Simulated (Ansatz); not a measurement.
Harmonic frequencies (cm⁻¹) at PBE0-D4/def2-TZVP from Ansatz: 41, 73, 81, 96, 115, 138, 146, 211, 225, 240, 288, 306, 367, 396, 529, 577, 659, 986, 1086, 1095, 1152, 1203, 1299, 1440, 1460, 1467, 1476, 1491, 1512, 2679, 3002, 3005, 3058, 3067, 3088, 3116.

Each molecule was computed in one conformer, which needn't be the lowest.

Question: Which molecule is it?
A. `C[O][Zr]([OH])([SeH])[O]C`
B. `[NH2][Zr]([NH2])([NH2])[NH2]`
C. `C[N](C)[Zr]([F])([SH])[Cl]`
D. `C[NH][Zr]([Cl])([Cl])[O]C`

Answer: C.
